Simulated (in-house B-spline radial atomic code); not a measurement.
Cr⁶⁺. Computed with a B-spline radial atomic code. Model: all-electron spherical atom, spin shells full or empty, radial basis limit, no spin-orbit coupling, Breit or QED, empty-state partial waves extrapolated as (l+1/2)^-4, RPA, G0W0 and static COHSEX of the highest shell as one setting changes (uncorrelated shells keep exact exchange).

Given: element Cr; charge 6; filled core Ne; hamiltonian one-electron scalar X2C; mean-field start PBE; highest l of empty states 9; nuclear rms radius 3.6452 fm; highest mean-field shell 3p.

Shell: 3s 1 1, 3p 3 3 (electrons up and down).

```
lowest nl shells left uncorrelated  RPA correlation energy (hartree)  G0W0 level (eV)  G0W0 minus most complete (meV)  COHSEX level (eV)  linearised minus solved G0W0 (meV)
                                 0                           -1.2532          -160.61                               0             -164.9                               -19.5
                                 1                                 ?                ?                               ?                  ?                                   ?
                                 2                                 ?                ?                               ?                  ?                                   ?
                                 3                           -0.5196          -160.42                           193.6            -164.57                               -19.1
                                 4                          -0.37714          -161.67                           -1058            -165.51                                 4.6
```

Question: What follows for lowest nl shells left uncorrelated = 2?

Answer: RPA correlation energy -0.95246 hartree; G0W0 level -160.58 eV; G0W0 minus most complete 29.5 meV; COHSEX level -164.89 eV; linearised minus solved G0W0 -19.5 meV.

Question: What follows for lowest nl shells left uncorrelated = 1?

Answer: RPA correlation energy -1.1103 hartree; G0W0 level -160.6 eV; G0W0 minus most complete 11 meV; COHSEX level -164.89 eV; linearised minus solved G0W0 -19.5 meV.
